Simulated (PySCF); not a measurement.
# Radial density of Eu²⁺ (europium, charge +2)

PBEsol, [Xe] 4f6 6s1, high-spin 8F determinant (an excited configuration). Computed with PySCF 2.14 in ANO-RCC-VTZP, with scalar relativity by spin-free X2C-1e.

```json
{"r (bohr)": "0.0200", "4πr²ρ (e/bohr)": "80.44", "4πr²(ρα − ρβ)": "0.0036"}
{"r (bohr)": "0.0336", "4πr²ρ (e/bohr)": "74.86", "4πr²(ρα − ρβ)": "0.0063"}
{"r (bohr)": "0.0565", "4πr²ρ (e/bohr)": "105.4", "4πr²(ρα − ρβ)": "0.0191"}
{"r (bohr)": "0.0951", "4πr²ρ (e/bohr)": "95.68", "4πr²(ρα − ρβ)": "0.0266"}
{"r (bohr)": "0.160", "4πr²ρ (e/bohr)": "91.27", "4πr²(ρα − ρβ)": "0.3409"}
{"r (bohr)": "0.269", "4πr²ρ (e/bohr)": "68.89", "4πr²(ρα − ρβ)": "2.1222"}
{"r (bohr)": "0.452", "4πr²ρ (e/bohr)": "43.92", "4πr²(ρα − ρβ)": "6.2133"}
{"r (bohr)": "0.761", "4πr²ρ (e/bohr)": "29.28", "4πr²(ρα − ρβ)": "6.2067"}
{"r (bohr)": "1.28", "4πr²ρ (e/bohr)": "10.67", "4πr²(ρα − ρβ)": "2.3098"}
{"r (bohr)": "2.15", "4πr²ρ (e/bohr)": "2.695", "4πr²(ρα − ρβ)": "0.3921"}
{"r (bohr)": "3.62", "4πr²ρ (e/bohr)": "0.4130", "4πr²(ρα − ρβ)": "0.3617"}
{"r (bohr)": "6.09", "4πr²ρ (e/bohr)": "0.03054", "4πr²(ρα − ρβ)": "0.0305"}
{"r (bohr)": "10.2", "4πr²ρ (e/bohr)": "0.0009651", "4πr²(ρα − ρβ)": "0.0010"}
```

Densities and radii are taken from the X2C orbitals without a picture-change correction, which distorts them close to the nucleus.

Spin-orbit coupling, absent here, splits the open shell strongly.
